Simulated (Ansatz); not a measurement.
Two isomers of CH8GeSSi: A = `[SiH3][CH2][GeH2][SH]`, B = `[CH3][GeH]([SiH3])[SH]`.

Calculated with Ansatz (gas phase, PBE0-D4/def2-TZVP geometries, no zero-point term in ΔE). CBS: MP2 limit from def2 TZ/QZ plus the TZ coupled-cluster correction, frozen cores. Functionals use def2-TZVPP. B3LYP here is the variant with VWN-RPA as its local correlation; programs differ in this. For Ge outer-core shells are correlated without core-valence functions, which leaves a few kJ/mol of doubt a bond. Scalar relativity is left out up to krypton. Each species was taken in one conformer, which may not be the lowest.

A:

```xyz
12

Si   -1.583   -0.474    0.476
C    -0.145    0.711    0.675
Ge    1.156    0.630   -0.781
S     1.560   -1.482   -1.370
H    -1.167   -1.863    0.794
H    -2.688   -0.092    1.398
H    -2.100   -0.428   -0.918
H    -0.517    1.739    0.722
H     0.371    0.511    1.618
H     0.583    1.264   -2.058
H     2.476    1.317   -0.384
H     2.054   -1.834   -0.172
```

B:

Z-matrix (Å, degrees):
```
C
Ge 1 1.952
H 1 1.090 2 110.1
H 1 1.091 2 110.0 3 -120.0
H 1 1.091 2 109.9 3 120.1
Si 2 2.383 1 113.5 3 56.2
S 2 2.241 1 104.6 3 -61.1
H 2 1.545 1 110.2 3 -177.9
H 6 1.487 2 109.3 1 -51.4
H 6 1.489 2 111.3 1 69.1
H 6 1.487 2 109.4 1 -170.7
H 7 1.343 2 95.0 1 178.4
```

Task: Which is lower in electronic energy at CCSD(T)/CBS, and by how much? (An estimate is asked.)

Result: The calculation gave: B, by 3.6 kcal/mol.

Task: Give E(B) − E(A) in kcal/mol with B3LYP, PBE0-D4, MP2/def2-TZVPP, B2PLYP, B3LYP-D4, HF/def2-TZVPP, CCSD(T)/def2-TZVPP. (An estimate is asked.)

Result: Ansatz gave: B3LYP -5.5, PBE0-D4 -5.3, MP2/def2-TZVPP -2.9, B2PLYP -4.4, B3LYP-D4 -4.8, HF/def2-TZVPP -3.1, CCSD(T)/def2-TZVPP -3.6. None reverses the order clearly.

Largest T1 diagnostic: 0.011.

From PBE to PBE0 (25 % exact exchange), in def2-TZVPP and without D4, E(B) − E(A) moves by +0.9 kcal/mol.
